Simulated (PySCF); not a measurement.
# Electronic absorption of C3H10SSi2

C₃H₁₀SSi₂.
SMILES with atom numbers: `[CH2:1]=[CH:2][SiH2:3][S:4][SiH2:5][CH3:6]` (hydrogens: H7, H8 on C1; H9 on C2; H10, H11 on Si3; H12, H13 on Si5; H14, H15, H16 on C6)

The calculation used TDDFT PBE0/def2-SVPD, vertical, gas phase, core orbitals frozen in the response (PySCF). Isolated species at its PBE0-D3(BJ)/def2-SVP geometry (one conformer only). Torsions of this conformer, `[CH2:1]=[CH:2][SiH2:3][S:4][SiH2:5][CH3:6]`: C1–C2–Si3–S4 -117°, C2–Si3–S4–Si5 -170°, Si3–S4–Si5–C6 -174°.

**Question.** List the vertical singlet excitations with oscillator strengths and describe the spectrum.

**Answer.** 

```csv
state,E (eV),λ (nm),f,|μ| (D),"main configurations (H = HOMO, L = LUMO)"
S1,5.34,232.1,0.0035,0.42,H→L (98%)
S2,6.09,203.5,0.0011,0.22,"H→L+1 (86%), H→L+2 (8%)"
S3,6.20,200.0,0.0006,0.16,"H→L+2 (86%), H→L+1 (9%)"
S4,6.48,191.3,0.0034,0.37,"H-2→L (48%), H-3→L (36%)"
S5,6.54,189.6,0.021,0.91,H→L+3 (91%)
S6,6.77,183.2,0.274,3.27,"H-1→L (64%), H-3→L (18%), H-2→L (12%)"
S7,7.08,175.2,0.216,2.83,"H-2→L (33%), H-3→L (25%), H-1→L (22%)"
S8,7.12,174.2,0.031,1.08,H→L+4 (94%)
S9,7.26,170.8,0.041,1.22,"H→L+5 (48%), H→L+8 (19%)"
S10,7.33,169.2,0.057,1.43,"H-1→L+2 (76%), H→L+5 (8%)"
```

Triplets (Tamm–Dancoff): T1 4.15 eV, H-1→L (84%); T2 5.14 eV, H→L (93%); T3 5.81 eV, H→L+1 (64%), H→L+2 (23%); T4 5.94 eV, H-3→L (51%), H-2→L (30%), H-5→L (10%).

The lowest singlet comes at 232 nm (515 kJ/mol) in the ultraviolet; it is very weak; its leading configuration is HOMO→LUMO (98%). The strongest level in the table is S6 at 6.77 eV (183 nm, f = 0.274). Löwdin shares by element: HOMO sulfur 69%, silicon 19%; LUMO carbon 63% or more, silicon 11% or more, sulfur 6% (atoms not listed hold the other 20%). Of the 10 states listed, 6 reach f = 0.01 and none stays under 0.0005. The oscillator strengths of these states sum to 0.649; summed over the whole spectrum of an exact calculation they would give the number of electrons, 72 (Thomas–Reiche–Kuhn). Orbital energies (eV): HOMO-3 -8.91, HOMO-2 -8.63, HOMO-1 -8.12, HOMO -7.20, LUMO -0.80, LUMO+1 0.19, LUMO+2 0.34. The vertical ionisation energy (ΔSCF) is 9.05 eV, 1.73 eV above S10. Singlets were solved by full linear response, triplets in the Tamm–Dancoff approximation.
